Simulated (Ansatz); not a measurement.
Species: C4H11Ge, charge -1, multiplicity 1. It need not be the lowest isomer of its formula. Whether it binds its extra electron was not tested at this geometry. 
Coordinates optimised at B3LYP-D3(BJ)/def2-TZVP (Ansatz, a quantum-chemistry and plane-wave program):
```
C
C 1 1.5251
H 2 1.0922 1 111.02
H 2 1.0922 3 107.29 1 -121.47
H 2 1.1080 3 107.84 4 -115.92
C 1 1.5269 2 109.18 3 -179.98
H 6 1.0939 1 111.06 2 60.22
H 6 1.0941 7 107.42 1 -121.93
H 6 1.1044 7 107.56 8 -115.66
C 1 1.5269 2 109.18 3 60.73
H 10 1.0939 1 111.06 2 -60.22
H 10 1.0941 11 107.42 1 121.93
H 10 1.1044 11 107.56 12 115.66
Ge 1 2.1089 2 112.94 3 -59.63
H 14 1.6260 1 93.66 2 46.39
H 14 1.6260 15 92.53 3 75.76
```
Charge -1, spin multiplicity 1.

Basis-set convergence of Hartree-Fock and CCSD(T) correlation energies (hartree) with Ansatz. Valence correlation only, unless marked. No spin-orbit coupling. The frozen core is the preceding noble-gas configuration, with the filled d and f shells of earlier blocks. Non-relativistic. This anion needs diffuse functions, which these sets lack.

```
basis    functions        E(HF)  E(corr, CCSD(T))  rough core time
-------  ---------  -----------  ----------------  ---------------
cc-pVDZ        138  -2233.18625          -0.80056             24 s
cc-pVTZ        317            …                 …            5 min
```

Some entries are withheld; supply them.


- cc-pVTZ, E(HF): -2233.30616
- cc-pVTZ, E(corr, CCSD(T)): -0.95704
